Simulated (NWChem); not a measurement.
NbNH$_{3}$O$_{2}$F; SMILES [NH]=[Nb]([OH])([OH])[F]

```xyz
8

Nb     0.0062    -0.0148     0.0000
N      1.7382     0.1736     0.0000
H      2.7511     0.2327     0.0000
F     -0.4020    -1.8529     0.0000
O     -0.6881     0.8280     1.5447
H     -0.2722     1.2941     2.2754
O     -0.6881     0.8280    -1.5447
H     -0.2722     1.2941    -2.2754
```
Atoms are numbered in this order, from 1.

Results from NWChem. Geometry: optimised at PBE0/def2-SVP. Not confirmed as a minimum by frequencies. def2 effective core potentials on Nb; no spin-orbit coupling. Vertical excitations in the gas phase.

Estimate the computed values for B3LYP/def2-SVP, full TDDFT. Quantities: lowest excitation, singlet (eV); oscillator strength of that lowest state; lowest state with f > 0.02, singlet (eV); oscillator strength of that bright state; orbital gap (eV).


```yaml
lowest excitation, singlet (eV): 5.41
oscillator_strength_of_that_lowest_state: 0.001
lowest state with f > 0.02, singlet (eV): 6.39
oscillator_strength_of_that_bright_state: 0.043
orbital gap (eV): 7.00
```
